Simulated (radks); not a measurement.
Question: Ga VI, configuration [Ne] 3s2 3p(1/2: 2, 3/2: 3) 3d(3/2: 4, 5/2: 5) (not the ground configuration). All-electron calculation, Dirac Kohn-Sham, BLYP, spin-unpolarised, spherical densities, finite nucleus; Fermi nuclear charge, rms radius 3.9973 fm. Program: a radial shooting solver on a logarithmic mesh with Libxc functionals. Some entries of the table are withheld. Estimate them.

orbital  occ.  eigenvalue (eV)  <r^2> (bohr^2)
1s1/2       2        -10323.44        0.003177
2s1/2       2        -1352.107         0.05587
2p1/2       2              (1)         0.04349
2p3/2       4              (2)         0.04499
3s1/2       2        -233.0175          0.4726
3p1/2       2              (3)          0.5011
3p3/2       3              (4)          0.5157
3d3/2       4              (5)          0.6175
3d5/2       5              (6)          0.6236

Answer: 
(1) 2p1/2 eigenvalue (eV): -1207.993
(2) 2p3/2 eigenvalue (eV): -1180.260
(3) 3p1/2 eigenvalue (eV): -185.9272
(4) 3p3/2 eigenvalue (eV): -182.1029
(5) 3d3/2 eigenvalue (eV): -102.1458
(6) 3d5/2 eigenvalue (eV): -101.5963
